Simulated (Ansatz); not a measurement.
One change: `O[SiH2]C[AsH2]` becomes `C[SiH2]O`.

Ansatz, PBE0-D4/def2-TZVP geometries, multiplicity 1. Each molecule was computed in one conformer, which needn't be the lowest.

Scalar relativity is left out up to krypton.

```tsv
property	`O[SiH2]C[AsH2]`
HOMO–LUMO gap (B3LYP/def2-TZVPP) / eV	6.90
size of the dipole moment (B3LYP/def2-TZVPP) / D	1.61
HOMO energy (PBE0/def2-TZVPP) / eV	-7.21
size of the dipole moment (ωB97M-V/def2-TZVPP) / D	1.61
HOMO–LUMO gap (PBE0/def2-TZVPP) / eV	7.35
size of the dipole moment (PBE/def2-TZVPP) / D	1.58
```

What does the change do to each property? (An estimate is asked.)

Computed: 
```csv
property,`C[SiH2]O`,shift
HOMO–LUMO gap (B3LYP/def2-TZVPP) / eV,8.37,1.47
size of the dipole moment (B3LYP/def2-TZVPP) / D,1.67,0.06
HOMO energy (PBE0/def2-TZVPP) / eV,-8.42,-1.21
size of the dipole moment (ωB97M-V/def2-TZVPP) / D,1.68,0.07
HOMO–LUMO gap (PBE0/def2-TZVPP) / eV,8.90,1.55
size of the dipole moment (PBE/def2-TZVPP) / D,1.65,0.07
```

With PBE0 the HOMO falls by 1.21 eV and the LUMO rises by 0.35 eV, so the gap widens by about 1.56 eV. PBE moves the HOMO by -0.83 eV and ωB97M-V by -1.39 eV. Dipoles are sizes alone; their direction can turn.

B3LYP here is the variant with VWN-RPA as its local correlation; programs differ in this.
